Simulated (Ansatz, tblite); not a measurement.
Spin states of the cluster Ag₂O (the lowest singlet isomer of a short search), each relaxed with PBE0-D4/def2-TZVP in Ansatz. Electronic energies in the gas phase.

In the def2 sets Ag takes a core potential; there is no spin–orbit coupling. The xTB rows come from tblite. Correlated methods freeze 1 core orbital; core or outer-core shells of Ag are correlated, in sets that lack core-valence functions. The structure comes from a short search, and lower isomers may exist.

Singlet geometry (C2v within 0.1 Å):

```xyz
3

Ag   -1.4168   -0.6756    0.0262
Ag    1.5576   -0.1836   -0.0694
O    -0.1407    0.8592    0.0432
```

Triplet geometry (C2v within 0.1 Å):

```csv
atom,x (Å),y (Å),z (Å)
Ag1,0.185,1.467,-0.030
Ag2,-1.023,-0.892,0.586
O3,0.839,-0.575,-0.556
```

Quintet geometry (D∞h within 0.1 Å):

Cartesian coordinates in Å:
```
Ag -1.625 -1.274 -0.722
Ag 1.616 1.281 0.728
O 0.008 -0.007 -0.006
```

⟨S²⟩: triplet 2.02 at PBE0-D4/def2-TZVP (pure 2.00), quintet 6.01 at PBE0-D4/def2-TZVP (pure 6.00).

Run but left out: HF/STO-3G, BHLYP-D4/def2-TZVP (singlet: restricted singlet, unstable in another Hartree–Fock run and untested here); B2PLYP/def2-TZVP (singlet: restricted singlet, unstable towards broken spin symmetry).

Only these spin states were relaxed. The quintet has other bonds than the singlet, so the gap mixes isomer and spin.

| level | triplet − singlet (kcal/mol) | quintet − singlet (kcal/mol) | lowest of these |
| --- | --- | --- | --- |
| GFN1-xTB | 59.7 | 132.4 | singlet |
| GFN2-xTB | 47.2 | 156.5 | singlet |
| PBE-D4/def2-TZVP | 24.0 | 86.3 | singlet |
| PBE0-D4/def2-TZVP | 17.3 | 86.8 | singlet |
| ωB97X-V/def2-TZVP | 21.1 | 96.4 | singlet |

(1) Estimate the rows for revPBE-D4/def2-TZVP, r2SCAN-D4/def2-TZVP, r2SCANh-D4/def2-TZVP, RPA@PBE/def2-TZVP.

Results:

(1) 
| level | triplet − singlet (kcal/mol) | quintet − singlet (kcal/mol) | lowest of these |
| --- | --- | --- | --- |
| revPBE-D4/def2-TZVP | 22.5 | 83.3 | singlet |
| r2SCAN-D4/def2-TZVP | 19.0 | 82.3 | singlet |
| r2SCANh-D4/def2-TZVP | 16.5 | 82.5 | singlet |
| RPA@PBE/def2-TZVP | 28.1 | 88.6 | singlet |

The xTB methods have no term that favours high spin, so they put low spin too low.
